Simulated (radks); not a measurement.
Problem. Species: Pb55+. Configuration: [Ar] 3d9. Method: scalar-relativistic Kohn-Sham, LDA (Slater exchange, Perdew-Wang correlation), spin-polarised, spherical densities, point nucleus; open shells are filled with parallel spins first (spin-orbit coupling, left out, can overturn this in heavy ions); computed with a radial shooting solver on a logarithmic mesh with Libxc functionals. Some entries of the table are withheld. Estimate them.

orbital,occ.,eigenvalue (hartree),<1/r> (bohr^-1)
1s up,1,-3357.815,101.4
1s down,1,-3357.809,101.4
2s up,1,-697.6594,23.87
2s down,1,-697.4852,23.87
2p up,3,-615.7519,20.96
2p down,3,-615.6054,20.96
3s up,1,(1),(2)
3s down,1,(3),(4)
3p up,3,-226.3464,8.248
3p down,3,-226.1544,8.244
3d up,5,-203.6718,(5)
3d down,4,-203.4379,(6)

Solution. 
(1) 3s up eigenvalue (hartree): -250.0629
(2) 3s up <1/r> (bohr^-1): 9.081
(3) 3s down eigenvalue (hartree): -249.8684
(4) 3s down <1/r> (bohr^-1): 9.077
(5) 3d up <1/r> (bohr^-1): 7.745
(6) 3d down <1/r> (bohr^-1): 7.742
